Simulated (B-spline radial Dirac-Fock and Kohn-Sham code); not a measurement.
# Two-hole binding energies of Tl³³⁺

System: thallium as Tl³³⁺, configuration 1s2 2s2 2p6 3s2 3p6 3d10 4s2 4p6 4d10 4f2.

Input of the calculation (task.json; shells as n, l, electrons):

```json
{"items": [{
  "Z": 81,
  "q": 33,
  "cfg": [[1, 0, 2], [2, 0, 2], [2, 1, 6], [3, 0, 2], [3, 1, 6], [3, 2, 10], [4, 0, 2], [4, 1, 6], [4, 2, 10], [4, 3, 2]],
  "A": 205,
  "rrms": 5.4759,
  "do": ["binding", "quiet", "double"]
}]}
```

Run with: `python xray_run.py task.json out`

These are calculated numbers from a radial finite-basis atomic code; the model is Dirac-Fock (average of configuration) total-energy differences with a finite nucleus, the Breit interaction including its frequency dependence, and self-energy and vacuum-polarisation corrections. U is the two-hole binding energy less the two single-hole energies, the effective repulsion of the holes after relaxation. Each two-hole energy is an average over J within one jj subconfiguration.

```
          holes  E(a) (eV)  E(b) (eV)  E(ab) (eV)  U (eV)
2p1/2⁻¹ 2p3/2⁻¹    15980.8    13940.1     30241.6   320.7
        2p3/2⁻²    13940.1    13940.1     28186.8   306.6
   2p1/2⁻¹ 3s⁻¹    15980.8     4987.0     21113.8   146.1
   2s⁻¹ 3p3/2⁻¹    16636.6     4232.3     21009.1   140.2
   2s⁻¹ 3d3/2⁻¹    16636.6     3761.1     20552.4   154.6
   2p3/2⁻¹ 3s⁻¹    13940.1     4987.0     19070.1   143.0
2p3/2⁻¹ 3p1/2⁻¹    13940.1     4696.1     18789.6   153.4
2p3/2⁻¹ 3d5/2⁻¹    13940.1     3664.0     17752.7   148.6
        3p1/2⁻²     4696.1     4696.1      9515.1   122.9
3p1/2⁻¹ 3p3/2⁻¹     4696.1     4232.3      9038.8   110.4
        3d3/2⁻²     3761.1     3761.1      7646.6   124.3
3d3/2⁻¹ 3d5/2⁻¹     3761.1     3664.0           ?       ?
        3d5/2⁻²     3664.0     3664.0      7449.8   121.8
        4d3/2⁻²     1536.7     1536.7      3130.3    56.9
```

**Question.** Give the missing two-hole energy and U.

**Answer.** E(ab) = 7549.3 eV and U = 124.1 eV.
